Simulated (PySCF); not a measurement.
Run record: geometry optimisation, `CCc1cccc[n+]1C`.

Computed with PBE0-D3(BJ)/def2-SVP geometry optimisation, gas phase (PySCF 2.14.0). Start geometry: GFN2-xTB. A driver script takes a list of jobs; this job's settings line and coordinates (Å) are shown.

Input:
```
{"job": {"xc": "PBE0", "basis": "def2-SVP", "d3": "d3bj", "grid": 1, "kind": "geom"}, "charge": 1, "multiplicity": 1}
C      2.710937    -0.102102     0.384292
C      1.454198     0.688936     0.037470
C      0.181762    -0.090915     0.044185
C      0.133372    -1.448584     0.346371
C     -1.065964    -2.135996     0.341790
C     -2.232844    -1.447772     0.027024
C     -2.145881    -0.108320    -0.265025
N     -0.973496     0.546400    -0.254177
C     -0.966779     1.957287    -0.569152
H      3.567626     0.565386     0.353048
H      2.653483    -0.519580     1.385760
H      2.887967    -0.900392    -0.331178
H      1.586090     1.136513    -0.953178
H      1.359282     1.519562     0.744621
H      1.046533    -1.965234     0.587794
H     -1.094877    -3.187907     0.579071
H     -3.189895    -1.942631     0.010581
H     -3.025636     0.465987    -0.514149
H     -0.564873     2.534135     0.264711
H     -1.978553     2.300123    -0.771880
H     -0.351371     2.152048    -1.448450
```

**Question.** Estimate the output.

**Answer.** 
```
step   0  E = -365.92316905  max force = 0.010747
step   1  E = -365.92490378  max force = 0.002160
step   2  E = -365.92492332  max force = 0.000817
step   3  E = -365.92491916  max force = 0.001389
step   4  E = -365.92492642  max force = 0.000318
optimisation converged
```

Energies in Eh; «max force» is the largest Cartesian gradient component in Eh/bohr.

**Question.** How much energy does the optimisation release, in eV?

**Answer.** E(step 0) − E(last step) = 0.001757 Eh, which is 0.048 eV.

**Question.** Give the first gradient maximum in eV/Å.

**Answer.** With 1 Eh/bohr = 51.422 eV/Å, 0.553 eV/Å.

In short: final energy -365.92493 Eh after 4 steps.

Cost: about 3 min of CPU time on one thread; the machine was shared, so the figure is rough.
Labels such as C1 count atoms from 1, the log's own numbers from 0.
